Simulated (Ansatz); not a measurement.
`CO[CH2][ZnH]` + `CCC(=O)S` → `CC[C](=O)[ZnH]` + `COCS`  (formal exchange of groups at a Zn–C bond)

Gas-phase electronic energies from Ansatz, PBE0-D4/def2-TZVP geometries. CBS: MP2 limit from def2 TZ/QZ plus the TZ coupled-cluster correction, frozen cores. This one scheme is used for every species. Functionals use def2-TZVPP. B3LYP here is the variant with VWN-RPA as its local correlation; programs differ in this. For Zn outer-core shells are correlated without core-valence functions, which leaves a few kJ/mol of doubt a bond. Scalar relativity is left out up to krypton. Each species was taken in one conformer, which may not be the lowest.

(1) Is it downhill or uphill in electronic energy at CCSD(T)/CBS, and by how much? (Estimate.)

(2) What do these levels give: B3LYP-D4, ωB97M-V, r2SCAN, PBE0, MP2/def2-TZVPP, SCS-MP2/def2-TZVPP, CCSD/def2-TZVPP, CCSD(T)/def2-TZVPP, HF/def2-QZVPP, SCS-MP2/def2-QZVPP, HF/CBS(def2), CCSD/CBS(def2)? (An estimate is asked.)

Largest T1 diagnostic among the species: 0.016.

Answers

(1) Computed: Uphill: ΔE = +0.32 eV.

(2) Computed: B3LYP-D4 0.33, ωB97M-V 0.33, r2SCAN 0.40, PBE0 0.36, MP2/def2-TZVPP 0.40, SCS-MP2/def2-TZVPP 0.36, CCSD/def2-TZVPP 0.32, CCSD(T)/def2-TZVPP 0.33, HF/def2-QZVPP 0.27, SCS-MP2/def2-QZVPP 0.35, HF/CBS(def2) 0.27, CCSD/CBS(def2) 0.31 eV.

In def2-TZVPP, CCSD(T) changes the Hartree–Fock value by +0.06 eV (the triples alone add +0.01 eV) and MP2 by +0.13 eV.
